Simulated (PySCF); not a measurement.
CH6GeNO, CH4AlGeN, C2H6GeO, AlClGeH2N and others (calculated)

Computed with PySCF 2.14.0. Calculation on a computer-drawn molecule: the log of a Hartree-Fock and frozen-core CCSD(T) single point meant for a local Hartree-Fock minimum, with one planted fault or none, to be diagnosed. Offsets are logged minus clean, where the clean run is the same molecule without the fault. The reference is restricted for singlets and unrestricted otherwise, and also for a bond in bohr or an excited solution. Adding or removing an electron swaps singlet and doublet. The excited solution moves the top pair (singlet) or top alpha electron (doublet) to the lowest empty orbital. Highest occupied and lowest empty are orbital energies over both spins, largest force is the largest gradient component, triples share is (T) over the correlation energy, the T1 limit is 0.02 restricted and 0.045 unrestricted, electrons count all cores, a negative frequency is imaginary (commonest isotopes), and the dipole is about the centre of nuclear charge; on germanium a core potential holds 10 electrons, which the energies leave out, and 3d is frozen in MP2 and coupled-cluster steps.

Common to all runs: meant basis and core potential on germanium cc-pVDZ-PP ECP10MDF; logged SCF converged yes; logged CC converged yes; logged SCF stable within its kind yes; possible faults no fault, one electron removed, one electron added, multiplicity raised by two, geometry at a saddle point, SCF held on an excited solution, minimal basis STO-3G, one bond length entered in bohr, all coordinates scaled.

(1) 
```xyz
10
formula=CH6GeNO meant_charge=0 meant_multiplicity=2 meant_basis=cc-pVDZ logged_electrons=59 logged_basis_functions=95 logged_spin_squared=1.3507 logged_highest_occupied=-8.7967 logged_lowest_empty=1.352 logged_largest_force=0.019087 logged_T1_diagnostic=0.042204 logged_D1_diagnostic=0.21127 logged_triples_share=0.030631 logged_dipole_magnitude=2.5107 logged_energy_HF=-463.94814 logged_energy_CCSD(T)=-464.58541 planted_fault=one_bond_length_entered_in_bohr,row_6_of_the_drawn_bonds HF_energy_offset_from_clean_run=74.77 CCSD(T)_energy_offset_from_clean_run=77.81
C      0.5703     0.9976     0.9033
Ge    -0.0007    -0.3854    -0.3755
N     -0.5963    -1.8404     0.5943
O     -1.4402     0.1732    -1.2787
H      0.8126     1.9182     0.3714
H      1.4501     0.6670     1.4589
H     -0.9734     1.3635     2.2252
H      0.0403    -2.1644     1.3034
H     -0.8723    -2.6357     0.0428
H     -2.2575    -0.0861    -0.8741
```

Units: logged_highest_occupied, logged_lowest_empty in eV; logged_largest_force in hartree/bohr; logged_dipole_magnitude in debye; logged_energy_HF, logged_energy_CCSD(T) in hartree; HF_energy_offset_from_clean_run, CCSD(T)_energy_offset_from_clean_run in kcal/mol.

Drawn bonds:
| atom | other atom | order |
| --- | --- | --- |
| 1 | 2 | 1 |
| 2 | 3 | 1 |
| 2 | 4 | 1 |
| 1 | 5 | 1 |
| 1 | 6 | 1 |
| 1 | 7 | 1 |
| 3 | 8 | 1 |
| 3 | 9 | 1 |
| 4 | 10 | 1 |

(2) 
```xyz
8
formula=CH4AlGeN meant_charge=0 meant_multiplicity=1 meant_basis=cc-pV(D+d)Z logged_electrons=62 logged_basis_functions=94 logged_spin_squared=0 logged_highest_occupied=-8.5806 logged_lowest_empty=-0.50432 logged_largest_force=1.79e-05 logged_lowest_frequency=84.79 logged_T1_diagnostic=0.027901 logged_D1_diagnostic=0.095025 logged_triples_share=0.039356 logged_dipole_magnitude=4.4022 logged_energy_HF=-629.87803 logged_energy_CCSD(T)=-630.39247 planted_fault=no_fault HF_energy_offset_from_clean_run=0 CCSD(T)_energy_offset_from_clean_run=0
C      0.7418    -1.2957     1.8317
Ge    -0.5250    -1.1682     0.2781
Al     0.4545     1.0276    -0.7243
N      1.0121     2.3766    -1.3883
H      0.6572    -0.4148     2.4761
H      0.5169    -2.1870     2.4201
H      1.7805    -1.3476     1.4908
H      1.3647     3.2110    -1.7909
```

Units: logged_highest_occupied, logged_lowest_empty in eV; logged_largest_force in hartree/bohr; logged_lowest_frequency in cm⁻¹; logged_dipole_magnitude in debye; logged_energy_HF, logged_energy_CCSD(T) in hartree; HF_energy_offset_from_clean_run, CCSD(T)_energy_offset_from_clean_run in kcal/mol.

Drawn bonds:
| atom | other atom | order |
| --- | --- | --- |
| 1 | 2 | 1 |
| 2 | 3 | 1 |
| 3 | 4 | 2 |
| 1 | 5 | 1 |
| 1 | 6 | 1 |
| 1 | 7 | 1 |
| 4 | 8 | 1 |

Notes: T1 above single-reference limit.

(3) 
```xyz
10
formula=C2H6GeO meant_charge=0 meant_multiplicity=1 meant_basis=cc-pVDZ logged_electrons=58 logged_basis_functions=95 logged_spin_squared=0 logged_highest_occupied=-8.4049 logged_lowest_empty=0.82714 logged_largest_force=1.218e-05 logged_lowest_frequency=87.379 logged_T1_diagnostic=0.011001 logged_D1_diagnostic=0.03121 logged_triples_share=0.0265 logged_dipole_magnitude=1.6772 logged_energy_HF=-447.42601 logged_energy_CCSD(T)=-448.04373 planted_fault=no_fault HF_energy_offset_from_clean_run=0 CCSD(T)_energy_offset_from_clean_run=0
C     -0.5693    -1.4132     1.6764
Ge     1.0824    -0.3006     1.8838
C      1.2005     0.2710    -0.0425
O      2.4032     0.9069    -0.4091
H     -1.2873    -0.9899     0.9674
H     -0.2545    -2.3887     1.2815
H     -1.0653    -1.5894     2.6328
H      1.1062    -0.6135    -0.6796
H      0.3256     0.9002    -0.2750
H      2.6019     1.5911     0.2119
```

Units: logged_highest_occupied, logged_lowest_empty in eV; logged_largest_force in hartree/bohr; logged_lowest_frequency in cm⁻¹; logged_dipole_magnitude in debye; logged_energy_HF, logged_energy_CCSD(T) in hartree; HF_energy_offset_from_clean_run, CCSD(T)_energy_offset_from_clean_run in kcal/mol.

Drawn bonds:
| atom | other atom | order |
| --- | --- | --- |
| 1 | 2 | 1 |
| 2 | 3 | 1 |
| 3 | 4 | 1 |
| 1 | 5 | 1 |
| 1 | 6 | 1 |
| 1 | 7 | 1 |
| 3 | 8 | 1 |
| 3 | 9 | 1 |
| 4 | 10 | 1 |

(4) 
```xyz
8
formula=CH4AlGeN meant_charge=0 meant_multiplicity=1 meant_basis=cc-pV(D+d)Z logged_electrons=62 logged_basis_functions=94 logged_spin_squared=2.0393 logged_highest_occupied=-5.4883 logged_lowest_empty=0.69079 logged_largest_force=0.022481 logged_T1_diagnostic=0.029015 logged_D1_diagnostic=0.097509 logged_triples_share=0.039807 logged_dipole_magnitude=3.2638 logged_energy_HF=-629.84206 logged_energy_CCSD(T)=-630.3386 planted_fault=multiplicity_raised_by_two HF_energy_offset_from_clean_run=33.52 CCSD(T)_energy_offset_from_clean_run=42.69
C     -1.1037     0.1914     1.6205
Ge     0.0809    -1.1599     0.6991
N      0.3089    -0.3104    -0.8784
Al     0.6442     0.2928    -2.3550
H     -0.5841     1.1552     1.6718
H     -2.0137     0.3409     1.0279
H     -1.3853    -0.1145     2.6325
H      0.9707     0.8561    -3.7662
```

Units: logged_highest_occupied, logged_lowest_empty in eV; logged_largest_force in hartree/bohr; logged_dipole_magnitude in debye; logged_energy_HF, logged_energy_CCSD(T) in hartree; HF_energy_offset_from_clean_run, CCSD(T)_energy_offset_from_clean_run in kcal/mol.

Drawn bonds:
| atom | other atom | order |
| --- | --- | --- |
| 1 | 2 | 1 |
| 2 | 3 | 1 |
| 3 | 4 | 2 |
| 1 | 5 | 1 |
| 1 | 6 | 1 |
| 1 | 7 | 1 |
| 4 | 8 | 1 |

(5) 
```xyz
8
formula=CH4AlGeN meant_charge=0 meant_multiplicity=1 meant_basis=cc-pV(D+d)Z logged_electrons=63 logged_basis_functions=94 logged_spin_squared=1.1115 logged_highest_occupied=-0.10374 logged_lowest_empty=5.691 logged_largest_force=0.035484 logged_T1_diagnostic=0.046645 logged_D1_diagnostic=0.19436 logged_triples_share=0.04085 logged_dipole_magnitude=0.95118 logged_energy_HF=-629.86997 logged_energy_CCSD(T)=-630.39696 planted_fault=one_electron_added HF_energy_offset_from_clean_run=16 CCSD(T)_energy_offset_from_clean_run=6.065
C     -1.1037     0.1914     1.6205
Ge     0.0809    -1.1599     0.6991
N      0.3089    -0.3104    -0.8784
Al     0.6442     0.2928    -2.3550
H     -0.5841     1.1552     1.6718
H     -2.0137     0.3409     1.0279
H     -1.3853    -0.1145     2.6325
H      0.9707     0.8561    -3.7662
```

Units: logged_highest_occupied, logged_lowest_empty in eV; logged_largest_force in hartree/bohr; logged_dipole_magnitude in debye; logged_energy_HF, logged_energy_CCSD(T) in hartree; HF_energy_offset_from_clean_run, CCSD(T)_energy_offset_from_clean_run in kcal/mol.

Drawn bonds:
| atom | other atom | order |
| --- | --- | --- |
| 1 | 2 | 1 |
| 2 | 3 | 1 |
| 3 | 4 | 2 |
| 1 | 5 | 1 |
| 1 | 6 | 1 |
| 1 | 7 | 1 |
| 4 | 8 | 1 |

Notes: T1 above single-reference limit.

(6) 
```xyz
6
formula=AlClGeH2N meant_charge=1 meant_multiplicity=1 meant_basis=cc-pV(D+d)Z logged_electrons=70 logged_basis_functions=93 logged_spin_squared=2.018 logged_highest_occupied=-10.819 logged_lowest_empty=-5.9479 logged_largest_force=0.097939 logged_T1_diagnostic=0.028965 logged_D1_diagnostic=0.14148 logged_triples_share=0.028311 logged_dipole_magnitude=3.7869 logged_energy_HF=-1050.11607 logged_energy_CCSD(T)=-1050.55862 planted_fault=multiplicity_raised_by_two HF_energy_offset_from_clean_run=67.33 CCSD(T)_energy_offset_from_clean_run=86.57
Cl     2.3104    -3.6678    -1.5874
Al     1.4239    -2.1930    -0.5237
N      0.7019    -0.9916     0.3426
Ge    -0.0392     0.2403     1.2324
H     -1.5388     0.4356     1.1842
H      0.7816     1.1733     2.0955
```

Units: logged_highest_occupied, logged_lowest_empty in eV; logged_largest_force in hartree/bohr; logged_dipole_magnitude in debye; logged_energy_HF, logged_energy_CCSD(T) in hartree; HF_energy_offset_from_clean_run, CCSD(T)_energy_offset_from_clean_run in kcal/mol.

Drawn bonds:
| atom | other atom | order |
| --- | --- | --- |
| 1 | 2 | 1 |
| 2 | 3 | 1 |
| 3 | 4 | 2 |
| 4 | 5 | 1 |
| 4 | 6 | 1 |

(7) 
```xyz
5
formula=AlClGeHN meant_charge=0 meant_multiplicity=1 meant_basis=cc-pV(D+d)Z logged_electrons=69 logged_basis_functions=88 logged_spin_squared=0.8016 logged_highest_occupied=-14.681 logged_lowest_empty=-5.6932 logged_largest_force=0.073882 logged_T1_diagnostic=0.025875 logged_D1_diagnostic=0.086051 logged_triples_share=0.037941 logged_dipole_magnitude=1.5293 logged_energy_HF=-1049.60921 logged_energy_CCSD(T)=-1050.06924 planted_fault=one_electron_removed HF_energy_offset_from_clean_run=150.9 CCSD(T)_energy_offset_from_clean_run=166.2
Cl     1.4413     2.2228    -1.2679
Al     1.5539     1.4572     0.6468
N      1.6498     0.8333     2.1414
Ge     1.8146    -0.0341     3.7131
H      1.3876     1.1647     4.6995
```

Units: logged_highest_occupied, logged_lowest_empty in eV; logged_largest_force in hartree/bohr; logged_dipole_magnitude in debye; logged_energy_HF, logged_energy_CCSD(T) in hartree; HF_energy_offset_from_clean_run, CCSD(T)_energy_offset_from_clean_run in kcal/mol.

Drawn bonds:
| atom | other atom | order |
| --- | --- | --- |
| 1 | 2 | 1 |
| 2 | 3 | 2 |
| 3 | 4 | 1 |
| 4 | 5 | 1 |

(8) 
```xyz
7
formula=ClGe2H3N meant_charge=1 meant_multiplicity=1 meant_basis=cc-pV(D+d)Z logged_electrons=90 logged_basis_functions=98 logged_spin_squared=0.9096 logged_highest_occupied=-14.87 logged_lowest_empty=-4.9197 logged_largest_force=0.017486 logged_T1_diagnostic=0.031379 logged_D1_diagnostic=0.11687 logged_triples_share=0.039139 logged_dipole_magnitude=3.2709 logged_energy_HF=-1102.10204 logged_energy_CCSD(T)=-1102.60549 planted_fault=one_bond_length_entered_in_bohr,row_5_of_the_drawn_bonds HF_energy_offset_from_clean_run=61.46 CCSD(T)_energy_offset_from_clean_run=71.75
Cl     0.6176     2.9136    -0.9953
Ge    -0.6360     2.0209     0.4130
N     -2.2532     1.7537     0.0657
Ge    -3.8291     1.6128    -0.5291
H      0.0305     1.6568     1.7088
H     -5.7073     3.7100    -0.0651
H     -4.2453     0.3519    -1.2476
```

Units: logged_highest_occupied, logged_lowest_empty in eV; logged_largest_force in hartree/bohr; logged_dipole_magnitude in debye; logged_energy_HF, logged_energy_CCSD(T) in hartree; HF_energy_offset_from_clean_run, CCSD(T)_energy_offset_from_clean_run in kcal/mol.

Drawn bonds:
| atom | other atom | order |
| --- | --- | --- |
| 1 | 2 | 1 |
| 2 | 3 | 1 |
| 3 | 4 | 2 |
| 2 | 5 | 1 |
| 4 | 6 | 1 |
| 4 | 7 | 1 |
